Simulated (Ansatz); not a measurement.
Br (SMILES [Br+]), charge +1, triplet; R2SCAN/def2-TZVP in Ansatz (a program for electronic structure).

Here is a job for Ansatz.
Ansatz 0.2 input:
```yaml
crystal:
  periodic: [false, false, false]
  atoms:
    - {symbol: Br, position_ang: [0.00000000, 0.00000000, 0.00000000]}
basis:
  gaussian:
    orbitals: def2-TZVP
hamiltonian:
  xc: r2scan
total_charge: 1
magnetization: {spin_polarized: true, initial_magnetization: 2}
accuracy: high
```

What the program printed (banner, timings and long lists left out):

```
Functional definition: r2SCAN
469 factors; integrals over basis functions are off by at most 4.4e-9 eV
mean field evaluation 1: about -70032.3523 eV, gradient 1.1e1 eV
mean field evaluation 2: about -70032.6153 eV, gradient 9.0e0 eV
mean field evaluation 4: about -70032.7317 eV, gradient 1.3e-1 eV
mean field evaluation 8: about -70032.7288 eV, gradient 1.4e-3 eV
mean field evaluation 16: about -70032.7288 eV, gradient 1.4e-8 eV
mean field evaluation 32: about -70032.7297 eV, gradient 2.1e-1 eV
mean field -70032.72878309 eV, -2573.6553128899 hartree, gradient 9.0e-9 eV, S^2 2.004363; 2 other end points of the search recorded, 0 dependent functions left out
reference -70032.72878456 eV, -2573.6553129442 hartree; 18, 16 occupied and 30, 32 virtual orbitals, 469 factors
Total energy: -70032.72878456 eV, -2573.6553129442 hartree
```
